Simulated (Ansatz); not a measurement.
Input file for Ansatz (a program for electronic structure): R-CCSD(T)/aug-cc-pVTZ on H2 (SMILES [H][H]).

Ansatz 0.2 input:
```yaml
crystal:
  periodic: [false, false, false]
  atoms:
    - {symbol: H, position_ang: [0.00000000, -0.00000000, 0.37198838]}
    - {symbol: H, position_ang: [-0.00000000, 0.00000000, -0.37198838]}
basis:
  gaussian:
    orbitals: aug-cc-pVTZ
magnetization: {spin_polarized: false}
correlation: {method: ccsd_t, electrons: outside_noble_gas}
scf: {lower_state_search: off}
```

It printed:

```
WARN ansatz: RAYON_NUM_THREADS=1 ignored (pool sized by the plan → 1); use --threads N
Functional definition: HF
these checks for a lower state are left out or cut short: stability, starts, cluster_reference, orbital_swaps, neighbouring_geometries, increment
integrals: 0.01 GiB planned
236 factors; integrals over basis functions are off by at most 1.7e-3 eV
mean field: 0.04 GiB planned
mean field evaluation 1: about -30.7401 eV, gradient 3.6e0 eV
mean field evaluation 2: about -30.7400 eV, gradient 3.6e0 eV
mean field evaluation 4: about -30.8303 eV, gradient 6.6e-2 eV
mean field evaluation 8: about -30.8303 eV, gradient 1.7e-7 eV
mean field -30.83028423 eV, -1.1329920478 hartree, gradient 1.7e-7 eV, S^2 0.000000; 0 other end points of the search recorded, 0 dependent functions left out
reference -30.83028423 eV, -1.1329920478 hartree; 1, 1 occupied and 45, 45 virtual orbitals, 236 factors
second order -0.87080556 eV of doubles, -0.00000000 eV of singles
coupled cluster: 0.06 GiB planned
cycle   1  -1.01308264 eV  change   -1.4e-1 eV  update   2.6e-2
cycle   2  -1.07805589 eV  change   -6.5e-2 eV  update   9.1e-3
cycle   3  -1.07868215 eV  change   -6.3e-4 eV  update   1.1e-3
cycle   4  -1.07878785 eV  change   -1.1e-4 eV  update   1.6e-4
cycle   5  -1.07874077 eV  change    4.7e-5 eV  update   2.9e-5
cycle   6  -1.07873678 eV  change    4.0e-6 eV  update   5.6e-6
cycle   7  -1.07873859 eV  change   -1.8e-6 eV  update   1.1e-6
perturbative correction 0.00000000 eV, 0.0000000000 hartree
Total energy: -31.90902282 eV, -1.1726349599 hartree
Checks for a lower state left out: stability, starts, cluster_reference, orbital_swaps, neighbouring_geometries, increment
```

The calculation finished and met its thresholds.

Cost: about 0.4 core-seconds (a rough figure).
